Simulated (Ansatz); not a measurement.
`B[Si](Cl)(Cl)Cl` + `C[O][Al]([Cl])[Cl]` → `B[O][Al]([Cl])[Cl]` + `C[Si](Cl)(Cl)Cl` at 500 K and 1 bar (redistribution).

Program: Ansatz. Geometries: PBE0-D4/def2-TZVP. ΔE: electronic, gas phase. CBS: MP2 limit from def2 TZ/QZ plus the TZ coupled-cluster correction, frozen cores. One conformer a species, not always the lowest.

```csv
species,CCSD(T)/CBS energy (Eh),H − E (kJ/mol),S (J/(mol·K))
`B[Si](Cl)(Cl)Cl`,-1694.53226,113.3,429.0
`C[O][Al]([Cl])[Cl]`,-1276.79096,163.3,424.5
`B[O][Al]([Cl])[Cl]`,-1262.97636,119.0,419.3
`C[Si](Cl)(Cl)Cl`,-1708.45088,156.5,409.3
```

H − E and S are ideal-gas, rigid-rotor, harmonic terms from PBE0-D4/def2-TZVP, for one conformer and one mirror image of each species. 1 Eh = 2625.50 kJ/mol, R = 8.31446 J/(mol·K).

Problem. By hand: ΔE, ΔH, ΔS and ΔG.

Solution. ΔE = (-1262.97636) + (-1708.45088) − (-1694.53226) − (-1276.79096) = -0.10402 Eh = -273.1 kJ/mol. Δ(H − E) = 119.0 + 156.5 − 113.3 − 163.3 = -1.1, so ΔH = -274.2 kJ/mol. ΔS = 419.3 + 409.3 − 429.0 − 424.5 = -24.9 J/(mol·K). ΔG = -274.2 − 500 × (-24.9)/1000 = -261.8 kJ/mol.

Problem. By hand: the equilibrium constant, and the temperature at which ΔG would vanish if ΔH and ΔS stayed fixed.

Solution. log₁₀ K = −ΔG/(RT ln 10) = 27.3. ΔG = 0 at ΔH/ΔS = 11012 K, far beyond where these terms or the molecules hold.

ΔH outweighs TΔS. A doubt of 5 kJ/mol in ΔE shifts log₁₀ K by 0.5 here. Other conformers and mirror images would add mixing entropy, several J/(mol·K) or more a flexible species. These are equilibria of isolated gas molecules and say nothing of rates. Largest T1 diagnostic: 0.011 (customary marks: 0.02 for closed shells, 0.045 for open ones).
